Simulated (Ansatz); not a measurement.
Pulling on the Cd1–F2 bond in CdFI (SMILES [F][Cd][I]) (multiplicity 1 held, fragments rigid). Energies count from the point at 1.953 Å.
Geometry at that point (charge 0, multiplicity 1):
```xyz
3

Cd     0.000     0.000    -1.085
F      0.000     0.000    -3.039
I      0.000     0.000     1.499
```

Unrestricted levels (U-) break spin symmetry where that is lower. Active spaces are followed from a long bond inwards. Curves can end on different states.

Frozen-core correlation. Filled d and f shells under p-block atoms count as core.

Programs: Ansatz (a first-principles code) with Gaussian orbitals. Values without a source in brackets are computed. In def2 rows elements past Kr take small-core potentials, without spin–orbit coupling.

Energies in kcal/mol.

```csv
R (Å),U-MP2/def2-SVP,U-CCSD/def2-SVP,U-CCSD(T)/def2-SVP,"FIC-MRCISD on CASSCF(6,4)/def2-SVP","FIC-MRCISD+Q on CASSCF(6,4)/def2-SVP"
1.563,72.5,74.1,74.1,74.8,74.5
1.758,11.5,12.0,12.1,12.3,12.2
1.953,0.0,0.0,0.0,0.0,0.0
2.149,8.7,8.3,8.1,8.0,8.1
2.344,24.7,23.9,23.3,23.1,23.2
2.637,61.1,49.5,48.9,47.3,47.8
2.930,88.6,71.3,70.4,67.5,68.7
3.419,98.0,88.8,89.7,84.9,87.2
3.907,100.0,92.5,93.8,90.1,92.8
4.493,100.7,93.4,94.8,91.8,94.5
5.274,100.8,93.6,95.0,92.3,95.1
6.251,100.9,93.7,95.1,92.2,94.8
```

Doubts at one or more of the structures used: a spin-contaminated determinant (U-MP2/def2-SVP, U-CCSD/def2-SVP, U-CCSD(T)/def2-SVP); other coupled-cluster roots lie near (U-CCSD/def2-SVP, U-CCSD(T)/def2-SVP); T1 above 0.05 (U-CCSD/def2-SVP, U-CCSD(T)/def2-SVP); the program's own flag: other amplitudes (U-CCSD/def2-SVP, U-CCSD(T)/def2-SVP); active orbitals that take no part (FIC-MRCISD on CASSCF(6,4)/def2-SVP, FIC-MRCISD+Q on CASSCF(6,4)/def2-SVP).
